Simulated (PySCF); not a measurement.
Sn(H)(Vi)2(OMe), SMILES C=[CH][SnH]([O]C)[CH]=C (C5H10OSn) (GFN2-xTB optimised geometry):

```
17

Sn    -1.611    -0.637     0.000
C      0.543    -0.637     0.000
C      1.308    -0.360    -1.037
C     -2.692    -1.911    -1.399
C     -2.272    -3.108    -1.753
O     -1.829    -1.407     1.850
C     -3.032    -1.715     2.481
H     -2.386     0.914     0.000
H      0.974    -0.914     0.951
H      0.909    -0.083    -1.998
H      2.386    -0.398    -0.967
H     -3.624    -1.518    -1.780
H     -1.346    -3.525    -1.388
H     -2.837    -3.737    -2.428
H     -3.651    -0.830     2.643
H     -2.780    -2.144     3.453
H     -3.618    -2.449     1.920
```

Calculation: PySCF with PBE0/def2-SVP, def2 effective core potentials past Kr.

### Question
What are the frontier orbital energies and the dipole moment?

### Answer
HOMO-2 -7.91 eV, HOMO-1 -7.34 eV, HOMO -6.87 eV, LUMO -0.65 eV, LUMO+1 -0.28 eV; dipole moment 1.96 D.

On the same geometry PBE/def2-SVP, def2 effective core potentials past Kr (PySCF 2.14.0) gives HOMO-2 -6.71 eV, HOMO-1 -5.88 eV, HOMO -5.30 eV, LUMO -1.54 eV, LUMO+1 -1.26 eV; dipole moment 1.78 D.
